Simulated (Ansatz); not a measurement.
Gas-phase electronic energies from Ansatz, PBE0-D4/def2-TZVP geometries. CCSD(T)/CBS adds triple-zeta CCSD(T) − MP2 to the extrapolated MP2 energy (def2 sets, frozen cores). DFT in def2-TZVPP. B3LYP here is the variant with VWN-RPA as its local correlation; programs differ in this. One conformer a species, not always the lowest.

Reaction (isomerisation): `CC(C)(O)[SiH3]` → `CC(C)O[SiH3]`

(1) Is it downhill or uphill in electronic energy at CCSD(T)/CBS, and by how much? (An estimate is asked.)

(2) What do these levels give: r2SCAN-D4, PBE0-D4, B3LYP-D4, PBE-QIDH, r2SCAN, PBE0, B3LYP, r2SCANh, CAM-B3LYP, RPA@PBE/def2-TZVPP, HF/def2-TZVPP, HF/def2-QZVPP? (Estimate.)

Largest T1 diagnostic among the species: 0.010.

Answers

(1) Ansatz gave: Downhill: ΔE = -110.8 kJ/mol.

(2) Computed: r2SCAN-D4 -110.3, PBE0-D4 -104.0, B3LYP-D4 -113.9, PBE-QIDH -110.9, r2SCAN -110.7, PBE0 -106.0, B3LYP -118.0, r2SCANh -111.7, CAM-B3LYP -119.5, RPA@PBE/def2-TZVPP -110.4, HF/def2-TZVPP -136.6, HF/def2-QZVPP -138.2 kJ/mol.

Leaving LDA and LC-ωPBE aside and taking each functional with its dispersion term where it has one, the values, not all of them listed here, spread over 24.9 kJ/mol, from BHLYP-D4 to revPBE-D4. LDA lies +4.1 kJ/mol from PBE without D4. At CCSD(T), def2-SVP lies +6.7 kJ/mol from the extrapolated value and def2-TZVPP −0.2 kJ/mol.
